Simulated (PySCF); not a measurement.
CH₄F₂GeO. Atoms are numbered in the order given.

```xyz
9

C      0.1466     1.9127     0.0000
Ge     0.0120     0.0069     0.0000
O      1.5869    -0.7602     0.0000
F     -0.8897    -0.5958    -1.3521
F     -0.8897    -0.5958     1.3521
H      0.6911     2.2400     0.8966
H     -0.8593     2.3540     0.0000
H      0.6911     2.2400    -0.8966
H      1.5340    -1.7263     0.0000
```

Geometry: r2SCAN-D4/def2-SVP. The structure was generated by enumeration, and PubChem lists no compound with its InChIKey, so it may never have been made. The values are those of a single conformer.

Method: HF/def2-TZVP run with PySCF.

Gas-phase values at a fixed geometry.

Computed frontier levels, gap, dipole moment and polarisability:
```yaml
highest_occupied_level: -13.75 eV
lowest_empty_level: 3.10 eV
orbital_gap: 16.85 eV
dipole_moment: 2.05 D
quadrupole, principal values (traceless, Buckingham form, about the centre of nuclear charge): -6.52, -5.67, 12.19 D·Å
mean_static_polarisability: 36.6 bohr³ (5.42 Å³)
polarisability_principal_values: 33.4, 35.3, 41.0 bohr³
```
